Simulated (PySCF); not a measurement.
Al(H)(NHMe)2 (C2H9AlN2), SMILES C[NH][AlH][NH]C.

Geometry optimised at TPSSh-D3(BJ)/def2-SVP. The structure was generated by enumeration; whether it is a known compound was not checked. Other conformers were not sampled.

Two levels are set side by side: TDA-PBE/def2-SVPD (PySCF) and TDA-B3LYP/def2-SVPD (PySCF). Vertical, same geometry. The lowest singlet is HOMO→LUMO 100 % with PBE and HOMO→LUMO 98 % with the other functional; states are paired by order. Differences are taken from unrounded values.

| quantity | TDA-B3LYP | TDA-PBE | TDA-PBE minus TDA-B3LYP |
|---|---|---|---|
| lowest singlet excitation (eV) | 5.01 | 4.51 | -0.50 |
| lowest triplet excitation (TDA) (eV) | 4.76 | 4.30 | -0.46 |
| first bright state (f over 0.05) (eV) | 5.65 | 5.16 | -0.48 |
| its oscillator strength | 0.15 | 0.15 | 0.00 |

A lower first singlet is the usual sign of a functional without exact exchange. Differences between two approximate levels are no errors against the true value.

Rough cost on one machine, each run with all the roots and properties that it gave: TDA-B3LYP against TDA-PBE within a factor of 2.
